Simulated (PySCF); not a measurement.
Al(H)(OMe)(OSiH3) (CH7AlO2Si), SMILES C[O][AlH][O][SiH3].

Geometry optimised at PBE0-D3(BJ)/def2-SVP. The structure was generated by enumeration; whether it is a known compound was not checked. One conformer was computed; it need not be the lowest.

Two levels are set side by side: TDA-PBE/def2-SVPD (PySCF) and TDA-M06-2X/def2-SVPD (PySCF). Vertical, same geometry. The lowest singlet is HOMO→LUMO 99 % with PBE and HOMO→LUMO 61 %, HOMO−1→LUMO+1 18 % with the other functional; states are paired by order. Differences are taken from unrounded values.

```tsv
quantity	TDA-M06-2X	TDA-PBE	TDA-PBE minus TDA-M06-2X
lowest singlet excitation (eV)	7.06	5.60	-1.46
lowest triplet excitation (TDA) (eV)	6.63	5.38	-1.26
first bright state (f over 0.05) (eV)	7.59	6.13	-1.46
its oscillator strength	0.10	0.12	0.02
```

Functionals without exact exchange tend to place singlet excitations lower, as here. Differences between two approximate levels are no errors against the true value.

Rough cost on one machine, each run with all the roots and properties that it gave: TDA-M06-2X against TDA-PBE about 10 times.
